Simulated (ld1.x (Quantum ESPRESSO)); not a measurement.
## How hard is this oxygen (O) TM potential?

| Item | Value |
| --- | --- |
| Element | O (Z = 8) |
| Generator | ld1.x (Quantum ESPRESSO) 7.5 |
| Type | norm-conserving Troullier–Martins (Kleinman–Bylander form) |
| Functional | PBE |
| Relativity | scalar-relativistic |
| Frozen core | [He] |
| Valence charge | 6 |
| Reference configuration | 2s2 2p3 (charge +1) |
| Partial waves | 2s (bound): rc 0.85 bohr; 2p (bound): rc 1.45 bohr; 3d channel at 0.25 Ry: rc 0.78 bohr |
| Local potential | the d channel |
| Core correction | Bessel-smoothed model core, default radius (core density twice the valence density) |

The pseudo-atom Hamiltonian at the reference potential is diagonalised in spherical Bessel functions j_l(qr) that vanish at 20 bohr, with q² up to the cutoff. All-electron valence levels (Ry): 2s -2.9152, 2p -1.7971.

How do the lowest levels (Ry) of each channel move with the cutoff, and are there ghosts?

| cutoff (Ry) | s #1 | p #1 | p #2 | d #1 | f #1 | Σ f·Δε (mRy) |
| --- | --- | --- | --- | --- | --- | --- |
| 8 | -2.7291 | -0.8718 | -0.1934 | -0.1311 | -0.0415 | 3148.2 |
| 15 | -2.7527 | -1.1997 | -0.2290 | -0.1315 | -0.0415 | 2117.1 |
| 30 | -2.8136 | -1.6222 | -0.2676 | -0.1317 | -0.0415 | 727.8 |
| 45 | -2.8776 | -1.7700 | -0.2794 | -0.1318 | -0.0415 | 156.3 |
| 70 | -2.9098 | -1.7965 | -0.2815 | -0.1318 | -0.0415 | 12.6 |
| 100 | -2.9116 | -1.7969 | -0.2815 | -0.1318 | -0.0415 | 8.0 |
| 160 | -2.9144 | -1.7971 | -0.2815 | -0.1318 | -0.0415 | 1.8 |
| 230 | -2.9151 | -1.7971 | -0.2815 | -0.1318 | -0.0415 | 0.2 |
| 400 | -2.9153 | -1.7971 | -0.2815 | -0.1318 | -0.0415 | 0.0 |

Result: no extra level below or beside the all-electron valence levels (s, p, d, f tested); 10 mRy is reached at 80 Ry and 1 mRy at 180 Ry.

Its largest configuration-test error is +1653 meV.
